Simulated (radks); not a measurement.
All-electron atom: Cs+ in [Xe].

All-electron calculation, Dirac Kohn-Sham, BLYP, spin-unpolarised, spherical densities, finite nucleus; Fermi nuclear charge, rms radius 4.8041 fm. Program: a radial shooting solver on a logarithmic mesh with Libxc functionals.

Energy parts (hartree):
total: -7790.5372
kinetic: 8296.0327
electron-nucleus: -18932.5729
Hartree: 3039.2738
exchange-correlation: -193.2708

Orbitals (lengths in bohr, moments of r in powers of bohr; <r^-3> diverges for s and p1/2; r(max) is where P^2 peaks):
[
 {"orbital": "1s1/2", "occ.": "2", "eigenvalue (hartree)": "-1314.840", "r(max)": "0.01678", "<1/r>": "59.40", "<r>": "0.02611", "<r^-3>": "-"},
 {"orbital": "2s1/2", "occ.": "2", "eigenvalue (hartree)": "-206.3314", "r(max)": "0.09503", "<1/r>": "13.92", "<r>": "0.1117", "<r^-3>": "-"},
 {"orbital": "2p1/2", "occ.": "2", "eigenvalue (hartree)": "-194.1444", "r(max)": "0.07269", "<1/r>": "13.90", "<r>": "0.09402", "<r^-3>": "-"},
 {"orbital": "2p3/2", "occ.": "4", "eigenvalue (hartree)": "-181.1930", "r(max)": "0.07766", "<1/r>": "12.73", "<r>": "0.09991", "<r^-3>": "5926"},
 {"orbital": "3s1/2", "occ.": "2", "eigenvalue (hartree)": "-43.03395", "r(max)": "0.2727", "<1/r>": "4.988", "<r>": "0.2988", "<r^-3>": "-"},
 {"orbital": "3p1/2", "occ.": "2", "eigenvalue (hartree)": "-37.94035", "r(max)": "0.2592", "<1/r>": "4.900", "<r>": "0.2887", "<r^-3>": "-"},
 {"orbital": "3p3/2", "occ.": "4", "eigenvalue (hartree)": "-35.45910", "r(max)": "0.2702", "<1/r>": "4.610", "<r>": "0.3005", "<r^-3>": "1162"},
 {"orbital": "3d3/2", "occ.": "4", "eigenvalue (hartree)": "-26.50102", "r(max)": "0.2185", "<1/r>": "4.470", "<r>": "0.2714", "<r^-3>": "188.0"},
 {"orbital": "3d5/2", "occ.": "6", "eigenvalue (hartree)": "-25.97414", "r(max)": "0.2216", "<1/r>": "4.396", "<r>": "0.2751", "<r^-3>": "172.7"},
 {"orbital": "4s1/2", "occ.": "2", "eigenvalue (hartree)": "-8.26632", "r(max)": "0.6428", "<1/r>": "2.036", "<r>": "0.6947", "<r^-3>": "-"},
 {"orbital": "4p1/2", "occ.": "2", "eigenvalue (hartree)": "-6.43858", "r(max)": "0.6565", "<1/r>": "1.928", "<r>": "0.7206", "<r^-3>": "-"},
 {"orbital": "4p3/2", "occ.": "4", "eigenvalue (hartree)": "-5.93132", "r(max)": "0.6807", "<1/r>": "1.834", "<r>": "0.7483", "<r^-3>": "238.1"},
 {"orbital": "4d3/2", "occ.": "4", "eigenvalue (hartree)": "-2.95940", "r(max)": "0.7160", "<1/r>": "1.599", "<r>": "0.8310", "<r^-3>": "30.63"},
 {"orbital": "4d5/2", "occ.": "6", "eigenvalue (hartree)": "-2.87531", "r(max)": "0.7243", "<1/r>": "1.575", "<r>": "0.8415", "<r^-3>": "27.88"},
 {"orbital": "5s1/2", "occ.": "2", "eigenvalue (hartree)": "-1.16630", "r(max)": "1.541", "<1/r>": "0.7595", "<r>": "1.737", "<r^-3>": "-"},
 {"orbital": "5p1/2", "occ.": "2", "eigenvalue (hartree)": "-0.72074", "r(max)": "1.724", "<1/r>": "0.6496", "<r>": "2.012", "<r^-3>": "-"},
 {"orbital": "5p3/2", "occ.": "4", "eigenvalue (hartree)": "-0.65972", "r(max)": "1.799", "<1/r>": "0.6163", "<r>": "2.108", "<r^-3>": "28.29"}
]

The highest occupied level is 5p3/2 at -17.952 eV. The electron density at the nucleus is 2.963e+05 e/bohr^3. Summed over all electrons, <r^2> = 51.11 bohr^2, which gives a Langevin (diamagnetic) susceptibility term of -40.5 x 10^-6 cm^3/mol.
